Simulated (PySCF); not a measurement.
B(Cl)2(OSiH3), SMILES B(Cl)(O[SiH3])Cl, singlet, PBE0/def2-SVP optimised geometry.

```
8

B     -0.30    -0.90     0.00
Cl    -1.15    -2.44     0.00
Cl     1.46    -0.90     0.00
O     -1.01     0.23     0.00
Si    -0.77     1.90     0.01
H      0.68     2.22     0.05
H     -1.46     2.43     1.22
H     -1.40     2.44    -1.22
```

Density from PBE0/def2-TZVP in PySCF at that geometry.

Minimum of the electron density along straight lines between bonded atoms, close to the bond critical point (lines longer than 1.1 times the sum of covalent radii, or with two minima, are not listed):

| bond | length / Å | ρ at the minimum / e bohr⁻³ | ∇²ρ there / e bohr⁻⁵ | position (fraction from the first atom) |
|---|---|---|---|---|
| B1–Cl2 | 1.757 | 0.153 | -0.06 | 0.30 |
| B1–Cl3 | 1.767 | 0.149 | -0.06 | 0.30 |
| B1–O4 | 1.331 | 0.221 | 1.11 | 0.33 |
| O4–Si5 | 1.686 | 0.121 | 0.71 | 0.59 |
| Si5–H6 | 1.489 | 0.124 | 0.14 | 0.49 |
| Si5–H7 | 1.487 | 0.124 | 0.14 | 0.49 |
| Si5–H8 | 1.487 | 0.124 | 0.14 | 0.49 |
